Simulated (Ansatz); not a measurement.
The first iterations of a band of ClFH$_{4}$O$_{4}$Ta (11 atoms, charge 0, multiplicity 2).

Theory: Ansatz, UKS PBE/def2-SVP.

```yaml
movable_images: 5
climbing_image: yes
spring: 5.0 eV/Å²
optimiser: quadratic models (default)
start_path: through a guess of the saddle point
force_threshold: 0.05 eV/Å
iteration_limit: 60
end_points: relaxed
```

First end point:

```xyz
11
Properties=species:S:1:pos:R:3
Ta -0.169 -0.052 -0.007
F 1.623 0.940 -0.009
O 0.198 -0.088 1.897
H 1.010 0.121 2.388
O 0.058 -0.061 -1.903
H 0.775 0.002 -2.555
O -1.499 1.319 0.058
H -1.900 1.615 0.896
O -1.129 -1.707 0.099
H -1.180 -2.282 0.882
Cl 2.323 -1.336 -0.086
```

Last end point:

```xyz
11
Properties=species:S:1:pos:R:3
Ta -0.349 -0.129 -0.119
F 1.627 -0.055 -0.442
O 0.267 -0.237 1.690
H 1.216 -0.233 1.979
O -0.286 0.015 -2.036
H 0.430 0.084 -2.691
O -1.477 1.389 0.167
H -1.662 1.749 1.053
O -1.381 -1.738 -0.060
H -1.544 -2.230 0.766
Cl 3.267 -0.143 1.352
```

| iteration | highest image above the first end (eV) | largest band force component (eV/Å) |
| --- | --- | --- |
| 1 | 13.937 | 51.785 |
| 2 | 2.984 | 7.689 |
| 3 | 1.487 | 4.832 |
| 4 | 0.833 | 4.105 |
| 5 | 0.471 | 1.209 |
| 6 | 0.907 | 4.432 |
| 7 | 0.409 | 0.829 |

Does the band converge within its limit, and where does its top end?

It converged. It ended after 23 iterations with the highest image 0.123 eV above the first end. A vibrational analysis at the climbing image gives one clearly imaginary mode, 52i cm⁻¹: a first-order saddle point.

Run time: 8.3 min on 4 threads of Arm Neoverse V1, on a shared host, peak memory 0.41 GiB.
